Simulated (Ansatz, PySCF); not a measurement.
Gas-phase reaction R1 + R2 → P1 + P2, each structure at its B3LYP-D3(BJ)/def2-TZVP stationary point, reached from a drawn start (curvature not checked).
P1: H2 (SMILES [H][H]), charge 0, multiplicity 1.
R1: HF (SMILES F), charge 0, multiplicity 1.
R2: SiH4 (SMILES [SiH4]), charge 0, multiplicity 1.
P2: FH3Si (SMILES F[SiH3]), charge 0, multiplicity 1.

P less R. No zero-point or thermal terms.

Frozen-core correlation throughout.

The values were computed with Ansatz (Gaussian orbitals); PySCF for the D3/D4 terms. All values are computed, each at the level named.

PBE/def2-TZVPP gives -23.15 kcal/mol for the reaction energy.

Q: How do the other levels lie against it? Give each less PBE: PBE-D3(BJ)/def2-TZVPP, r2SCAN/def2-TZVPP, PBE0/def2-TZVPP, wB97M-V/def2-TZVPP, B2PLYP/def2-TZVPP, MP2/cc-pV(Q+d)Z, CCSD(T)/cc-pV(Q+d)Z.

A: PBE-D3(BJ)/def2-TZVPP -0.05; r2SCAN/def2-TZVPP -3.15; PBE0/def2-TZVPP 0.16; wB97M-V/def2-TZVPP -2.45; B2PLYP/def2-TZVPP -2.86; MP2/cc-pV(Q+d)Z -4.14; CCSD(T)/cc-pV(Q+d)Z -2.81 kcal/mol. 1 of 7 lie above PBE; the widest gap is to MP2/cc-pV(Q+d)Z.

Ansatz is a quantum-chemistry and plane-wave program.
